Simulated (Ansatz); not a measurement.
`C#[C][Zr]([OH])([OH])[OH]` + H–F → `[OH][Zr]([OH])([OH])[F]` + acetylene  (ligand exchange at a Zr–C bond)

Isolated molecules relaxed with PBE0-D4/def2-TZVP in Ansatz; ΔE leaves out vibrations. CCSD(T)/CBS is the MP2 limit (def2-TZVPP, def2-QZVPP) plus CCSD(T) − MP2 in def2-TZVPP, frozen cores. This one scheme is used for every species. DFT in def2-TZVPP. Elements past krypton have def2 core potentials. For Zr outer-core shells are correlated without core-valence functions, which leaves a few kJ/mol of doubt a bond. Each species was taken in one conformer, which may not be the lowest.

Question: Is it downhill or uphill in electronic energy at CCSD(T)/CBS, and by how much? (An estimate is asked.)

Answer: Computed: Downhill: ΔE = -33.6 kcal/mol.

Question: What do these levels give: r2SCAN0-D4, revPBE, r2SCAN, r2SCANh, HF/def2-SVP, HF/def2-QZVPP? (An estimate is asked.)

Answer: Computed: r2SCAN0-D4 -35.3, revPBE -35.3, r2SCAN -36.4, r2SCANh -36.0, HF/def2-SVP -39.9, HF/def2-QZVPP -37.2 kcal/mol.

Largest T1 diagnostic among the species: 0.017.

Leaving LDA and LC-ωPBE aside and taking each functional with its dispersion term where it has one, the values, not all of them listed here, spread over 4.0 kcal/mol, from CAM-B3LYP-D4 to PBE-QIDH. From r2SCAN to r2SCAN0 (25 % exact exchange), in def2-TZVPP and without D4, ΔE moves by +0.7 kcal/mol.
